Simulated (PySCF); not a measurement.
A structure optimised at PBE0-D3(BJ)/def2-SVP, used in a PySCF frequency run:

```xyz
15

C     -2.1674     0.3746     0.4353
C     -1.3004    -0.7277    -0.0659
N     -0.0049    -0.3392    -0.5827
C      0.9530     0.1002     0.4066
C      2.2735     0.4704    -0.2400
H     -1.7332     1.3062     0.8085
H     -3.2434     0.2274     0.5610
H     -1.8422    -1.2905    -0.8496
H     -1.1250    -1.4785     0.7344
H     -0.1213     0.3769    -1.2976
H      1.1097    -0.7328     1.1153
H      0.5976     0.9547     1.0261
H      3.0218     0.7530     0.5151
H      2.1541     1.3272    -0.9238
H      2.6642    -0.3744    -0.8266
```
Charge 0, spin multiplicity 2.

**Question.** Write its SMILES and formula.

**Answer.** [CH2]CNCC, C4H10N

**Question.** What are its rotational constants (standard atomic weights)?

**Answer.** 13.917, 2.4557, 2.3053 GHz
